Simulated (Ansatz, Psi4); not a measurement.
Input for Ansatz (a program for electronic structure):
Ansatz 0.2 input:
```yaml
crystal:
  periodic: [false, false, false]
  atoms:
    - {symbol: P, position_ang: [-0.00149906, 0.07431072, 0.08210974]}
    - {symbol: H, position_ang: [0.97078349, -0.55479397, -0.60060040]}
    - {symbol: H, position_ang: [-0.94829753, -0.55986685, -0.63104570]}
basis:
  gaussian:
    orbitals: cc-pVTZ
hamiltonian:
  xc: cam_b3lyp
total_charge: -1
accuracy: high
```

**Question.** Convert this to an input for Psi4.

**Answer.** This is not unique; one that fits is 
```
memory 2 GB

molecule mol {
-1 1
P    -0.001499    0.074311    0.082110
H     0.970783   -0.554794   -0.600600
H    -0.948298   -0.559867   -0.631046
}

set {
  basis cc-pvtz
  reference rks
  scf_type pk
  puream true
  d_convergence 1e-8
  dft_radial_points 99
  dft_spherical_points 590
}

energy('cam-b3lyp')
print_variables()
```

Both were run: Ansatz gave -342.548217 Eh and Psi4 -342.548217 Eh, 0.000 mEh apart.
